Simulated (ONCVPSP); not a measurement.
# Cutoff test, magnesium (Mg), ONCV

```json
{
 "Element": "magnesium (Mg)",
 "Generator": "ONCVPSP 4.0.1",
 "Type": "optimised norm-conserving Vanderbilt (ONCV)",
 "Functional": "PBE",
 "Relativity": "scalar-relativistic",
 "Frozen core": "[He]",
 "Valence charge": "10",
 "Reference configuration": "2s2 2p6 3s1.5 3p0.5",
 "Partial waves": "2s+3s: rc 1.05 bohr, ncon 4, nbas 7, qcut 12 1/bohr, 2 projectors; 2p+3p: rc 1.25 bohr, ncon 4, nbas 8, qcut 13.6 1/bohr, 2 projectors; d scattering state at 0.3 Ha: rc 1.30 bohr, ncon 4, nbas 9, qcut 7.5 1/bohr, 1 projector",
 "Local potential": "polynomial inside 1.00 bohr (lpopt 4, dvloc0 1 Ha)",
 "Core correction": "none"
}
```

Task: For each optimised wave give the share of its norm inside rc, the residual kinetic energy above qcut (Ha) and the cutoffs (Ha) for errors of 10, 1, 0.1 and 0.01 mHa per electron.

Result:

```csv
wave,norm inside rc,residual KE,10 mHa,1 mHa,0.1 mHa,0.01 mHa
2s,0.877,3.4e-07,14.9,38.4,51.6,60.9
3s,0.024,2.2e-07,9.4,15.1,42.1,55.0
2p,0.922,1.3e-08,48.8,59.9,69.1,76.7
3p,0.014,1.9e-09,29.3,45.1,58.3,69.1
d projector 1,0.017,1.1e-05,4.2,11.8,20.9,28.7
```

The occupied waves need 60 Ha and 69 Ha for 1 and 0.1 mHa.
